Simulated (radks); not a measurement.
Coulomb parameter of the 4d shell of the rhodium ion Rh+ in the model configuration [Kr] 4d7 5s1, as a second difference U = [E(n + 0.5) + E(n - 0.5) - 2 E(n)] / (0.5)^2 with all orbitals relaxed. "Bare": the charge of the atom changes with n. "Screened": the 5s shell takes up the change at fixed total charge, which measures U(4d,4d) + U(5s,5s) - 2 U(4d,5s). Method: Dirac Kohn-Sham, PBE, spin-unpolarised, spherical densities, point nucleus; open shells are shared between the two j in proportion to 2j + 1; computed with a radial shooting solver on a logarithmic mesh with Libxc functionals.

[
 {"case": "start", "configuration": "[Kr] 4d7 5s1", "E - E(n) (eV)": "0.000"},
 {"case": "bare +0.5", "configuration": "[Kr] 4d7.5 5s1", "E - E(n) (eV)": "-6.910"},
 {"case": "bare -0.5", "configuration": "[Kr] 4d6.5 5s1", "E - E(n) (eV)": "9.860"},
 {"case": "screened +0.5", "configuration": "[Kr] 4d7.5 5s0.5", "E - E(n) (eV)": "-2.054"},
 {"case": "screened -0.5", "configuration": "[Kr] 4d6.5 5s1.5", "E - E(n) (eV)": "2.523"}
]

U(bare) = 11.802 eV, U(screened by 5s) = 1.877 eV.
